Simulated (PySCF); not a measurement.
**PBE0 on Cu- (copper, charge -1)**

Configuration: [Ar] 3d10 4s2, closed-shell 1S. All numbers are calculated (PySCF 2.14, scalar relativity through the core potential, in aug-cc-pwCVTZ-PP with ECP10MDF (8s8p7d4f3g, 122 functions)).

```json
{
  "Total energy": "-197.2765 hartree",
  "One-electron energy": "-359.9651 hartree",
  "Hartree (Coulomb) energy": "181.7079 hartree",
  "Exchange-correlation energy": "-19.0193 hartree",
  "⟨S²⟩": "0.0000",
  "⟨L²⟩": "0.000",
  "Sum of ⟨r⟩": "24.10 bohr",
  "Sum of ⟨r²⟩": "58.32 bohr²"
}
```

```
shell  electrons  mean orbital energy (eV)  rms radius, mean of both spins (bohr)
   3s          2                   -115.72                                  0.768
   3p          6                   -71.210                                  0.818
   3d         10                    -0.782                                   1.26
   4s          2                     0.489                                   4.32
```

Energies and moments cover only the electrons outside the core potential. At PBE0 the highest occupied level has a positive energy, so only the finite basis holds that electron; in a semilocal or global hybrid functional this comes from self-interaction and does not mean that the real anion is unbound.
